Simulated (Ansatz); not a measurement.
`[NH2][Zr]([F])([F])[F]` + CH₄ → `[CH3][Zr]([NH2])([F])[F]` + H–F  (formal exchange of groups at a Zr–F bond)

Isolated molecules relaxed with PBE0-D4/def2-TZVP in Ansatz; ΔE leaves out vibrations. CBS: MP2 limit from def2 TZ/QZ plus the TZ coupled-cluster correction, frozen cores. This one scheme is used for every species. Functionals use def2-TZVPP. HSE06 is defined as in plane-wave codes. Elements past krypton have def2 core potentials. For Zr outer-core shells are correlated without core-valence functions, which leaves a few kJ/mol of doubt a bond. Each species was taken in one conformer, which may not be the lowest.

**Question.** Is it downhill or uphill in electronic energy at CCSD(T)/CBS, and by how much? (An estimate is asked.)

**Answer.** Computed: Uphill: ΔE = +217.8 kJ/mol.

**Question.** What do these levels give: PBE0-D4, r2SCAN0-D4, HSE06-D4, B2PLYP, r2SCAN0, HSE06, CCSD/def2-SVP, MP2/def2-TZVPP, CCSD/def2-TZVPP, MP2/def2-QZVPP, SCS-MP2/def2-QZVPP, MP2/CBS(def2)? (Best estimate.)

**Answer.** The calculation gave: PBE0-D4 222.2, r2SCAN0-D4 228.6, HSE06-D4 221.7, B2PLYP 233.9, r2SCAN0 229.9, HSE06 224.6, CCSD/def2-SVP 247.2, MP2/def2-TZVPP 221.3, CCSD/def2-TZVPP 221.9, MP2/def2-QZVPP 220.1, SCS-MP2/def2-QZVPP 225.3, MP2/CBS(def2) 218.6 kJ/mol.

Largest T1 diagnostic among the species: 0.017.

From r2SCAN to r2SCAN0 (25 % exact exchange), in def2-TZVPP and without D4, ΔE moves by −5.3 kJ/mol. In def2-TZVPP, CCSD(T) changes the Hartree–Fock value by −21.8 kJ/mol (the triples alone add −1.4 kJ/mol) and MP2 by −21.0 kJ/mol. The D4 term adds −5.3 kJ/mol with B3LYP and −3.1 kJ/mol with PBE0; it sums over pairs of atoms, weighted by their polarisabilities, and B3LYP, whose exchange is more repulsive, gets the larger term.

B3LYP here is the variant with VWN-RPA as its local correlation; programs differ in this.
